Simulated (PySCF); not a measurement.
# A survey of 19F NMR shifts

[PySCF: shielding tensors at PBE0/pcSseg-1 (GIAO); geometry from GFN2-xTB; rapidly exchanging positions averaged; one conformer; non-relativistic; no solvent]

Shieldings were converted by a linear fit to measured shifts: 19F: δ = 146.13 − 0.903σ +14.6 on sp3 carbon (rms 6.0 ppm, 223 shifts, 7.0 ppm with the 5 outliers that the fit left out vs CFCl3, solution or neat liquid). Occasional misses reach two or three times the rms, and more in compound classes unlike the fitted ones.

Question: Give the 19F shifts of `C=CC/C=C/OC(F)F`, `C=CC/C=C/OC(F)F`, `O=[S@]1OCC(F)(F)O1`, `C=C/C=C\C(F)=C(F)F`, `C=C/C=C\C(F)=C(F)F`, `C=C[C@@]1(F)CC[C@@H](F)O1`, `C#C[C@H](C)C(F)=C(F)F`, `C[C@@H]1CCC(F)=C(F)O1`.

Answer: 
```csv
compound,environment,δ (ppm)
C=CC/C=C/OC(F)F,fluorine of a CF2 group (×2),-85.4
C=CC/C=C/OC(F)F,fluorine of a CF2 group (×2),-85.4
[O:1]=[S@:2]1[O:3][CH2:4][C:5]([F:6])([F:7])[O:8]1,F7: fluorine of a CF2 group,-57.4
[O:1]=[S@:2]1[O:3][CH2:4][C:5]([F:6])([F:7])[O:8]1,F6: fluorine of a CF2 group,-75.0
[CH2:1]=[CH:2]/[CH:3]=[CH:4]\[C:5]([F:6])=[C:7]([F:8])[F:9],F8: vinylic fluorine,-100.4
[CH2:1]=[CH:2]/[CH:3]=[CH:4]\[C:5]([F:6])=[C:7]([F:8])[F:9],F9: vinylic fluorine,-112.4
[CH2:1]=[CH:2]/[CH:3]=[CH:4]\[C:5]([F:6])=[C:7]([F:8])[F:9],F6: vinylic fluorine,-184.8
[CH2:1]=[CH:2]/[CH:3]=[CH:4]\[C:5]([F:6])=[C:7]([F:8])[F:9],F8: vinylic fluorine,-100.4
[CH2:1]=[CH:2]/[CH:3]=[CH:4]\[C:5]([F:6])=[C:7]([F:8])[F:9],F9: vinylic fluorine,-112.4
[CH2:1]=[CH:2]/[CH:3]=[CH:4]\[C:5]([F:6])=[C:7]([F:8])[F:9],F6: vinylic fluorine,-184.8
[CH2:1]=[CH:2][C@@:3]1([F:4])[CH2:5][CH2:6][C@@H:7]([F:8])[O:9]1,F8: fluorine on an sp3 carbon,-114.4
[CH2:1]=[CH:2][C@@:3]1([F:4])[CH2:5][CH2:6][C@@H:7]([F:8])[O:9]1,F4: fluorine on an sp3 carbon,-116.9
[CH:1]#[C:2][C@H:3]([CH3:4])[C:5]([F:6])=[C:7]([F:8])[F:9],F9: vinylic fluorine,-99.6
[CH:1]#[C:2][C@H:3]([CH3:4])[C:5]([F:6])=[C:7]([F:8])[F:9],F8: vinylic fluorine,-114.4
[CH:1]#[C:2][C@H:3]([CH3:4])[C:5]([F:6])=[C:7]([F:8])[F:9],F6: vinylic fluorine,-170.1
[CH3:1][C@@H:2]1[CH2:3][CH2:4][C:5]([F:6])=[C:7]([F:8])[O:9]1,F8: vinylic fluorine,-112.8
[CH3:1][C@@H:2]1[CH2:3][CH2:4][C:5]([F:6])=[C:7]([F:8])[O:9]1,F6: vinylic fluorine,-179.2
```
